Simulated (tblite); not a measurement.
Species: C₇H₄NOS (doublet state).
Structure used (GFN2-xTB), in Å, numbered top down from 1:
```xyz
14
C7H4NOS angstrom
O      2.9145   -0.7745   -0.0241
C      1.6784   -0.2187    0.0304
C      1.4534    1.1265    0.2843
C      0.2571    1.7508    0.3533
C     -0.8589    0.9325    0.1457
S     -2.5543    1.3222    0.1498
N     -3.0055   -0.2207   -0.1773
C     -1.9956   -1.0252   -0.2925
C     -0.7059   -0.4456   -0.1200
C      0.5651   -1.0203   -0.1778
H      3.5817   -0.0976    0.1412
H      0.1490    2.8047    0.5521
H     -2.1818   -2.0633   -0.5083
H      0.7022   -2.0711   -0.3790
```

Method: GFN2-xTB as coded in tblite; computed harmonic values from a numerical Hessian at the method's own geometry, unscaled. The method is semi-empirical: single wavenumbers can be off by several per cent or more. One conformer, not necessarily the lowest. Open shells enter through the occupations alone, without spin polarisation, and single modes of such species can be off by tens of per cent.

Harmonic wavenumbers (cm⁻¹): 112.3, 197.9, 272.3, 310.5, 364.8, 365.2, 406.5, 436.0, 480.2, 529.9, 573.1, 632.7, 646.8, 683.9, 768.2, 798.0, 812.3, 814.9, 833.5, 945.5, 1021.5, 1111.6, 1141.1, 1178.5, 1200.9, 1264.2, 1339.8, 1380.0, 1447.0, 1476.6, 1519.4, 1600.5, 3092.0, 3095.2, 3116.6, 3521.6.

A = 3277, B = 845.1, C = 671.9 MHz; mass 150.001 u (most abundant isotopes); point group Cs, symmetry number 1; spin multiplicity 2.

Zero-point energy?

½Σν̃ = 19745 cm⁻¹ = 56.45 kcal/mol.

What is S at 298.15 K and 1 bar for an ideal gas of classical rigid rotors and harmonic oscillators?

Translation 40.95, rotation 29.54, vibration 16.74, spin (R ln 2) 1.38: S = 88.6 cal/(mol K).

And Cp and H(298.15 K) − H(0)?

Cp = 33.02 cal/(mol K), of which vibrations give 25.07 (their classical limit is 36 R = 71.5); H(298.15 K) − H(0) = 5.52 kcal/mol without the zero-point energy, 3.15 from vibrations.

What must be added to the electronic energy to get the Gibbs energy at 298.15 K and 1 bar?

ZPE + [H(298.15 K) − H(0)] − T·S = 56.45 + 5.52 − 26.42 = 35.55 kcal/mol.

Which modes carry the vibrational entropy at 298.15 K?

112.3 cm⁻¹: 3.23; 197.9 cm⁻¹: 2.15; 272.3 cm⁻¹: 1.58; 310.5 cm⁻¹: 1.36; 364.8 cm⁻¹: 1.10; 365.2 cm⁻¹: 1.10 cal/(mol K); the other 30 give 6.21 together.

Blend soft modes into free rotors: weight 1/[1 + (100 cm⁻¹/ν̃)⁴] for the oscillator and the rest for a rotor with moment μB/(μ + B), μ = h/(8π²ν), B = 10⁻⁴⁴ kg m². What vibrational entropy results?

16.57 cal/(mol K) in place of 16.74, which changes −T·S at 298.15 K by +0.05 kcal/mol.

How do the functions run with temperature in this model?

```json
{"T (K)": "100", "S (cal/(mol K))": "65.4", "Cp (cal/(mol K))": "12.9", "H − H(0) (kcal/mol)": "0.96", "G − H(0) (kcal/mol)": "-5.59", "ln q(vib)": "0.33"}
{"T (K)": "200", "S (cal/(mol K))": "77.5", "Cp (cal/(mol K))": "23.2", "H − H(0) (kcal/mol)": "2.75", "G − H(0) (kcal/mol)": "-12.74", "ln q(vib)": "1.50"}
{"T (K)": "300", "S (cal/(mol K))": "88.8", "Cp (cal/(mol K))": "33.2", "H − H(0) (kcal/mol)": "5.58", "G − H(0) (kcal/mol)": "-21.06", "ln q(vib)": "3.14"}
{"T (K)": "500", "S (cal/(mol K))": "109.6", "Cp (cal/(mol K))": "48.2", "H − H(0) (kcal/mol)": "13.84", "G − H(0) (kcal/mol)": "-40.95", "ln q(vib)": "6.98"}
{"T (K)": "800", "S (cal/(mol K))": "135.2", "Cp (cal/(mol K))": "60.4", "H − H(0) (kcal/mol)": "30.35", "G − H(0) (kcal/mol)": "-77.83", "ln q(vib)": "12.84"}
{"T (K)": "1000", "S (cal/(mol K))": "149.2", "Cp (cal/(mol K))": "65.0", "H − H(0) (kcal/mol)": "42.92", "G − H(0) (kcal/mol)": "-106.30", "ln q(vib)": "16.49"}
```

q(vib) and H(0) count from the zero-point level.

Hindered rotation and anharmonicity are outside this model. Other conformers, if any are populated, would add a mixing term that is left out.
